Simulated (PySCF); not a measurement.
# Molecular orbitals of SnCl

PBE0 at R = 2.380 Å; PySCF, scalar-relativistic core potentials, basis sets Sn cc-pVTZ-PP with ECP28, Cl cc-pV(T+d)Z. State: ²Π (doublet), unpaired electrons π ↑. Only the outer orbitals are listed, counted within each symmetry, core potentials removing the inner ones.

```tsv
spin	orbital	occ.	ε (eV)	on Sn (%)	main shells (%)
α	7σ	1	-22.04	6	93 Cl s
α	8σ	1	-13.06	73	72 Sn s, 23 Cl p
α	4π	1	-9.05	9	91 Cl p
α	4π	1	-8.99	8	92 Cl p
α	9σ	1	-8.90	44	55 Cl p, 22 Sn s, 20 Sn p
α	5π	1	-4.98	93	93 Sn p
α	5π	0	-3.16	95	94 Sn p
α	10σ	0	-0.81	91	82 Sn p, 10 Cl p
α	11σ	0	1.75	101	98 Sn s
β	7σ	1	-21.97	6	93 Cl s
β	8σ	1	-12.46	65	64 Sn s, 31 Cl p
β	4π	1	-8.99	7	93 Cl p
β	4π	1	-8.80	6	94 Cl p
β	9σ	1	-8.61	51	49 Cl p, 31 Sn s, 19 Sn p
β	5π	0	-2.84	95	95 Sn p
β	5π	0	-2.06	96	96 Sn p
β	10σ	0	-0.52	92	83 Sn p, 10 Cl p
```

Question: Which are the highest filled and the lowest empty level, where do they sit, and how wide is the gap?

Answer: Highest filled α 5π at -4.98 eV (in %: 93 Sn p); lowest empty α 5π at -3.16 eV (in %: 94 Sn p); the gap at PBE0 is 1.82 eV. Both belong to one degenerate shell, split only by its one-sided filling, so this is no excitation gap.

```
bond order (Mayer)                               : 1.07
⟨S²⟩                                             : 0.754
charge on Sn (Mulliken, basis-dependent)         : 0.34
charge on Sn (Löwdin, basis-dependent)           : 0.11
dipole moment (positive dipole means Sn(−)Cl(+)) : -2.65 D
polarisability along the bond                    : 69.6 bohr³
polarisability across the bond                   : 45.7 bohr³
```

Shares are Mulliken populations and can fall outside 0 to 100 %.

Spin–orbit coupling is left out. The state is the lowest determinant that a PBE0 search found; another state may lie lower at other levels.
